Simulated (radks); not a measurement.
The oxygen ion O3+, configuration [He] 2s2 2p1 (the NIST ground configuration).

Calculated with a radial shooting solver on a logarithmic mesh with Libxc functionals: non-relativistic Kohn-Sham, Slater X-alpha with alpha = 0.734, spin-unpolarised, spherical densities, point nucleus.

Energy parts (eV):
part                 energy
total             -1927.928
kinetic            1927.928
electron-nucleus  -4272.369
Hartree             590.015
exchange           -173.502

Orbitals (lengths in bohr, moments of r in powers of bohr):
orbital  occ.  eigenvalue (eV)     <r>
1s          2        -586.4262  0.1997
2s          2         -78.9821  0.9772
2p          1         -64.9306  0.9131

The highest occupied level is 2p at -64.931 eV. Virial ratio -V/T = 2.00000. The electron density at the nucleus is 317.3 e/bohr^3. Summed over all electrons, <r^2> = 3.388 bohr^2, which gives a Langevin (diamagnetic) susceptibility term of -2.68 x 10^-6 cm^3/mol. For comparison, the ionisation energy in NIST's Atomic Spectra Database is 77.414 eV (measured). In exact Kohn-Sham theory the highest level is minus the ionisation energy, but local and semilocal functionals leave it too shallow, through self-interaction and a potential that decays too fast; potentials with the right tail come closer. The density falls to 0.001 e/bohr^3 at r = 2.33 bohr.

Beside tabulated values, note that spin-unpolarised runs miss the spin-polarisation part of the exchange energy of open shells.
